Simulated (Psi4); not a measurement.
Cl₃FSi, singlet, geometry from GFN2-xTB. Base run: CCSD(T)/def2-SVP (Psi4).

Here is a job for Psi4.
```
memory 2 GB

molecule mol {
0 1
F     0.061623    0.014588    1.787635
Si    0.006155    0.001457    0.178552
Cl    1.738664   -0.783907   -0.418474
Cl   -0.212677    1.904760   -0.373149
Cl   -1.563680   -1.129777   -0.301814
}

set {
  basis def2-svp
  reference rhf
  freeze_core true
}

energy('ccsd(t)')
print_variables()
```

**Question.** The base was run again with changes. Order these runs by total energy, lowest first: method = mp3 | method = mp4 | method = ccsd.

**Answer.** method = mp4 (ΔE vs base (mEh) -1.693), method = ccsd (ΔE vs base (mEh) 14.066), method = mp3 (ΔE vs base (mEh) 17.533)
